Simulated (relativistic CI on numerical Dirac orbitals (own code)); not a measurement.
**What each ingredient does to the levels of In XLVI**

Base calculation: Dirac-Coulomb-Breit CI, separate exchange-only KLI orbitals for each configuration, model QED, unscaled Slater integrals.

CI space (outside the closed core 1s2): 2s2, 2s 2p, 2p2, 2p 3s, 2p 3p, 2s 3s, 2s 3p, 2s 3d, 2s 4s, 2s 4p, 2s 4d, 2s 4f, 2s 5s, 3s2, 2s 5p, 2s 5d, 2s 5f, 2s 5g, 3s 3p, 3p2. Levels of other configurations are missing.

The lowest level and the first level of each name with at least 55 % of one term (blank where a level has no safe partner in the second run):

```
      Level  Base (eV)  Shift (eV)
   2s2 1S_0       0.00        0.00
2s 2p 3P°_0      91.67        0.00
2s 2p 3P°_1     111.58       +0.02
   2p2 3P_0     265.64       +0.12
2s 2p 3P°_2     330.85       -0.01
2s 2p 1P°_1     389.95       +0.07
   2p2 3P_1     479.45        0.00
   2p2 1D_2     494.00       +0.29
   2p2 3P_2     727.19       +0.20
   2p2 1S_0     772.07       +0.22
 2s 3s 3S_1    4373.77            
 2s 3s 1S_0    4392.67            
2s 3p 3P°_0    4418.89            
2s 3p 3P°_1    4419.76
```

At this charge energies of transitions that change n are usually good to better than 1 %, and those within a shell (Δn = 0) to a few per cent.

Task: One thing was changed in a second run, which moved the levels as shown. Which?
A. QED terms removed
B. only the first 3 configurations
C. Breit term removed

Result: B. Only the first 3 configurations. With fewer configurations the levels that remain lose their mixing partners.

LS names give the leading component of a level, which can be under half, so a name can repeat, a term be missing and a line seem to break the LS rules.
